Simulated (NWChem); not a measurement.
System: C₄H₄O₂; SMILES O=C1C=COC1

The following NWChem deck was run.

```
start job
memory heap 200 mb stack 900 mb global 1100 mb
geometry units angstroms noautosym nocenter noautoz
  O     -0.053366     2.066167     0.000000
  C      0.033986     0.861688     0.000000
  C      1.206490    -0.010620     0.000000
  C      0.743025    -1.279521     0.000000
  O     -0.585617    -1.417823     0.000000
  C     -1.148609    -0.111911     0.000000
  H      2.244616     0.311558     0.000000
  H      1.296597    -2.221164     0.000000
  H     -1.776350     0.015592    -0.895316
  H     -1.776350     0.015592     0.895316
end
basis spherical
  * library def2-svp
end
dft
  xc pbe0
  iterations 150
end
cosmo
  do_cosmo_smd true
  solvent toluene
end
task dft energy
```

Output (shortened):

```
             Northwest Computational Chemistry Package (NWChem) 7.3.0
             --------------------------------------------------------

                             Geometry "geometry" -> ""
                             -------------------------

 Output coordinates in angstroms (scale by  1.889725989 to convert to a.u.)

  No.       Tag          Charge          X              Y              Z
 ---- ---------------- ---------- -------------- -------------- --------------
    1 O                    8.0000    -0.05336600     2.06616700     0.00000000
    2 C                    6.0000     0.03398600     0.86168800     0.00000000
    3 C                    6.0000     1.20649000    -0.01062000     0.00000000
    4 C                    6.0000     0.74302500    -1.27952100     0.00000000
    5 O                    8.0000    -0.58561700    -1.41782300     0.00000000
    6 C                    6.0000    -1.14860900    -0.11191100     0.00000000
    7 H                    1.0000     2.24461600     0.31155800     0.00000000
    8 H                    1.0000     1.29659700    -2.22116400     0.00000000
    9 H                    1.0000    -1.77635000     0.01559200    -0.89531600
   10 H                    1.0000    -1.77635000     0.01559200     0.89531600

 Effective nuclear repulsion energy (a.u.)     222.0327456849

                                 NWChem DFT Module
                                 -----------------

 Summary of "ao basis" -> "ao basis" (spherical)
 ------------------------------------------------------------------------------
       Tag                 Description            Shells   Functions and Types
 ---------------- ------------------------------  ------  ---------------------
 O                          def2-svp                 6       14   3s2p1d
 C                          def2-svp                 6       14   3s2p1d
 H                          def2-svp                 3        5   2s1p

 in cosmo_initialize ...
 calling solv_data for solv:toluene

 solvent parameters
 solvname_short: toluene
 solvname_long:  toluene
 dielec:        2.3741
 dielecinf:     2.2383
 nonaqueous SMD model solvent descriptors
 dielec:        2.3741
 sola:          0.0000
 solb:          0.1400
 solc:          0.8570
 solg:         40.2000
 solh:          0.0000
 soln:          1.4961

          ---------------
          -cosmo- solvent
          ---------------
 Cosmo: York-Karplus, doi: 10.1021/jp992097l
 dielectric constant -eps-     =   2.37
 screen = (eps-1)/(eps    )    =   0.57879
 surface charge correction     = lagrangian

   van der Waals surface
 --------------------------

[...]

                                COSMO-SMD solvation results
                                ---------------------------

             internal energy in gas <Psi(g)|H|Psi(g)> =      -304.684831264207
         internal energy in solvent <Psi(s)|H|Psi(s)> =      -304.684442481523
                               delta internal energy  =         0.000388782684 (    0.24 kcal/mol)
   total free energy in solvent <Psi(s)|H+V/2|Psi(s)> =      -304.690241311151
 polarization energy contribution <Psi(s)|V/2|Psi(s)> =        -0.005798829628 (   -3.64 kcal/mol)
    total free energy in solvent including G(SMD-CDS) =      -304.693903574987
                       G(SMD-CDS) energy contribution =        -0.003662263836 (   -2.30 kcal/mol)
     1 M fixed-concentration free energy of solvation =        -0.009072310781 (   -5.69 kcal/mol)

                       DFT Final Molecular Orbital Analysis
                       ------------------------------------

 Vector   20  Occ=2.000000D+00  E=-3.813916D-01
              MO Center= -4.5D-01, -1.3D-01, -8.5D-11, r^2= 3.0D+00
   Bfn.  Coefficient  Atom+Function         Bfn.  Coefficient  Atom+Function
  ----- ------------  ---------------      ----- ------------  ---------------
    76      0.309667   6 C  pz               48     -0.261608   4 C  pz
    95     -0.244415   9 H  s               100      0.244415  10 H  s
    62     -0.201898   5 O  pz                6     -0.199211   1 O  pz
    34     -0.198590   3 C  pz               51     -0.155644   4 C  pz
    20     -0.148204   2 C  pz               65     -0.138761   5 O  pz

 Vector   21  Occ=2.000000D+00  E=-2.632225D-01
              MO Center=  4.2D-01, -1.2D-01,  1.3D-09, r^2= 3.0D+00
   Bfn.  Coefficient  Atom+Function         Bfn.  Coefficient  Atom+Function
  ----- ------------  ---------------      ----- ------------  ---------------
    34      0.379596   3 C  pz               62     -0.352169   5 O  pz
    37      0.303974   3 C  pz               65     -0.294392   5 O  pz
     6     -0.287174   1 O  pz               48      0.224831   4 C  pz
     9     -0.220143   1 O  pz               51      0.134844   4 C  pz
    95     -0.070808   9 H  s               100      0.070808  10 H  s

 Vector   22  Occ=2.000000D+00  E=-2.606909D-01
              MO Center= -5.0D-02,  1.3D+00, -2.1D-09, r^2= 2.2D+00
   Bfn.  Coefficient  Atom+Function         Bfn.  Coefficient  Atom+Function
  ----- ------------  ---------------      ----- ------------  ---------------
     4      0.545718   1 O  px                7      0.403447   1 O  px
    73      0.281300   6 C  s                31     -0.257156   3 C  s
    74      0.186288   6 C  px               33     -0.183224   3 C  py
    75      0.183408   6 C  py               77      0.172020   6 C  px
    18     -0.146488   2 C  px               32      0.145984   3 C  px

 Vector   23  Occ=0.000000D+00  E=-3.857082D-02
              MO Center=  2.2D-01, -5.2D-02, -1.0D-10, r^2= 3.4D+00
   Bfn.  Coefficient  Atom+Function         Bfn.  Coefficient  Atom+Function
  ----- ------------  ---------------      ----- ------------  ---------------
    51      0.467667   4 C  pz               48      0.423291   4 C  pz
    20     -0.346366   2 C  pz                9      0.300057   1 O  pz
     6      0.297139   1 O  pz               23     -0.287919   2 C  pz
    96     -0.278832   9 H  s               101      0.278832  10 H  s
    37     -0.226339   3 C  pz               62     -0.208178   5 O  pz

 Vector   24  Occ=0.000000D+00  E= 7.056274D-02
              MO Center=  4.1D-01,  1.1D-01,  9.1D-10, r^2= 3.2D+00
   Bfn.  Coefficient  Atom+Function         Bfn.  Coefficient  Atom+Function
  ----- ------------  ---------------      ----- ------------  ---------------
    37      0.682641   3 C  pz               23     -0.501937   2 C  pz
    51     -0.484129   4 C  pz               96     -0.408356   9 H  s
   101      0.408356  10 H  s                20     -0.396637   2 C  pz
    34      0.389565   3 C  pz                9      0.286670   1 O  pz
    48     -0.278475   4 C  pz               79     -0.264706   6 C  pz

 Vector   25  Occ=0.000000D+00  E= 9.317962D-02
              MO Center= -7.7D-01, -3.0D-01,  5.2D-09, r^2= 7.1D+00
   Bfn.  Coefficient  Atom+Function         Bfn.  Coefficient  Atom+Function
  ----- ------------  ---------------      ----- ------------  ---------------
    73      1.821198   6 C  s                96     -1.208120   9 H  s
   101     -1.208120  10 H  s                91     -0.762075   8 H  s
    86     -0.726783   7 H  s                77     -0.517787   6 C  px
    31      0.511610   3 C  s                17     -0.501303   2 C  s
    78      0.472978   6 C  py               49      0.381292   4 C  px

     Multipole analysis of the density
     ---------------------------------

     L   x y z        total         alpha         beta         nuclear
     -   - - -        -----         -----         ----         -------
     0   0 0 0     -0.000000    -22.000000    -22.000000     44.000000

     1   1 0 0      0.072242      0.143835      0.143835     -0.215427
     1   0 1 0     -1.258508     -0.691753     -0.691753      0.124998
     1   0 0 1      0.000000      0.000000      0.000000      0.000000

     2   2 0 0    -21.526177    -74.623783    -74.623783    127.721389
     2   1 1 0     -2.084527      1.296650      1.296650     -4.677826
     2   1 0 1      0.000000      0.000000      0.000000      0.000000
     2   0 2 0    -30.686010   -139.650274   -139.650274    248.614539
     2   0 1 1      0.000000      0.000000      0.000000      0.000000
     2   0 0 2    -25.061010    -15.393037    -15.393037      5.725064
```

Level: PBE0/def2-SVP, SMD on the gas-phase geometry. All runs use the structure optimised with PBE0/def2-SVP. Solvent: toluene.
